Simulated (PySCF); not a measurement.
Molfile (atoms numbered from 1):
```
C5H8F2O2
     RDKit          3D

 17 17  0  0  0  0  0  0  0  0999 V2000
   -2.7674    0.7751    1.0493 F   0  0  0  0  0  0  0  0  0  0  0  0
   -2.1220   -0.3359    0.5772 C   0  0  0  0  0  0  0  0  0  0  0  0
   -0.6345   -0.0403    0.4092 C   0  0  2  0  0  0  0  0  0  0  0  0
   -0.3852    1.0721   -0.6221 C   0  0  0  0  0  0  0  0  0  0  0  0
    0.8662    0.8954   -1.2869 O   0  0  0  0  0  0  0  0  0  0  0  0
    1.8269    0.2674   -0.5483 C   0  0  1  0  0  0  0  0  0  0  0  0
    2.1846    1.0579    0.5424 F   0  0  0  0  0  0  0  0  0  0  0  0
    1.3853   -1.1107   -0.0191 C   0  0  0  0  0  0  0  0  0  0  0  0
   -0.0181   -1.2339   -0.0326 O   0  0  0  0  0  0  0  0  0  0  0  0
   -2.2716   -1.1400    1.3031 H   0  0  0  0  0  0  0  0  0  0  0  0
   -2.5782   -0.6030   -0.3800 H   0  0  0  0  0  0  0  0  0  0  0  0
   -0.2149    0.2548    1.3851 H   0  0  0  0  0  0  0  0  0  0  0  0
   -0.4086    2.0556   -0.1393 H   0  0  0  0  0  0  0  0  0  0  0  0
   -1.1347    1.0395   -1.4158 H   0  0  0  0  0  0  0  0  0  0  0  0
    2.7248    0.2034   -1.1735 H   0  0  0  0  0  0  0  0  0  0  0  0
    1.7763   -1.2387    1.0017 H   0  0  0  0  0  0  0  0  0  0  0  0
    1.7642   -1.9067   -0.6603 H   0  0  0  0  0  0  0  0  0  0  0  0
  1  2  1  0
  2  3  1  0
  3  4  1  0
  4  5  1  0
  5  6  1  0
  6  7  1  0
  6  8  1  0
  8  9  1  0
  9  3  1  0
  2 10  1  0
  2 11  1  0
  3 12  1  1
  4 13  1  0
  4 14  1  0
  6 15  1  6
  8 16  1  0
  8 17  1  0
M  END
```

Geometry: GFN2-xTB; GIAO absolute shieldings from PySCF 2.14.0 with density-fitted response routines, gas phase, non-relativistic, averaged over equivalent atoms.

At PBE0/pcSseg-0 (97 basis functions, 11 s wall time on 1 thread of an Arm Neoverse V1, shared host):
| atoms | σ (ppm) |
| --- | --- |
| F7 | 325.7 |
| F1 | 462.9 |
| C6 | 83.0 |
| C2 | 102.6 |
| C8 | 118.2 |
| C3 | 122.9 |
| C4 | 124.1 |
| O5 | 290.2 |
| O9 | 338.8 |
| H15 | 27.08 |
| H10 | 27.87 |
| H11 | 28.30 |
| H17 | 28.75 |
| H13 | 28.75 |
| H14 | 28.93 |
| H16 | 29.14 |
| H12 | 29.18 |

Question: What do these become at PBE0/pcSseg-1?

Answer: 
```
atoms  σ at PBE0/pcSseg-1  change
   F7               305.2   -20.5
   F1               439.3   -23.6
   C6                79.2    -3.8
   C2                98.1    -4.5
   C8               111.8    -6.4
   C3               116.3    -6.6
   C4               117.5    -6.6
   O5               270.8   -19.4
   O9               315.9   -22.9
  H15               25.90   -1.18
  H10               26.72   -1.15
  H11               27.21   -1.09
  H17               27.54   -1.21
  H13               27.31   -1.44
  H14               27.66   -1.27
  H16               27.59   -1.55
  H12               27.62   -1.56
```

The largest change is at F1 (fluorine on an sp3 carbon). Cost: 193 basis functions, 30 s wall time on 1 thread of an Arm Neoverse V1, shared host. The order of the carbon signals is the same at both levels.
